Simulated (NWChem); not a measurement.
System: C$_{2}$HClF$_{2}$; SMILES C(=C(/F)Cl)/F

```xyz
6

F     -0.3073    -2.2446     0.0000
C     -0.7112    -0.9831     0.0000
C      0.1647     0.0226     0.0000
F      1.4667    -0.1671     0.0000
Cl    -0.3156     1.6645     0.0000
H     -1.7905    -0.8273     0.0000
```
Atoms are numbered in this order, from 1.

Computed with NWChem. Geometry: optimised at PBE0/def2-SVP. Ions are spin-unrestricted doublets at the neutral geometry; other ion states weren't tried. Functional: LC-ωPBE (HJS hole) with def2-SVP; rows give the range parameter ω in 1/bohr.

| range parameter (1/bohr) | vertical ionisation energy, ΔSCF (eV) | −ε(HOMO) (eV) | ΔSCF minus −ε(HOMO) (eV) |
|---|---|---|---|
| 0.20 | … | … | … |
| 0.25 | 9.74 | 9.00 | 0.74 |
| 0.30 | 9.83 | 9.39 | 0.44 |
| 0.50 | 10.16 | 10.44 | -0.28 |
| 0.60 | 10.27 | 10.75 | -0.48 |

Problem. What belongs in the gaps?

Solution. 
- 0.20, vertical ionisation energy, ΔSCF (eV): 9.65
- 0.20, −ε(HOMO) (eV): 8.53
- 0.20, ΔSCF minus −ε(HOMO) (eV): 1.12
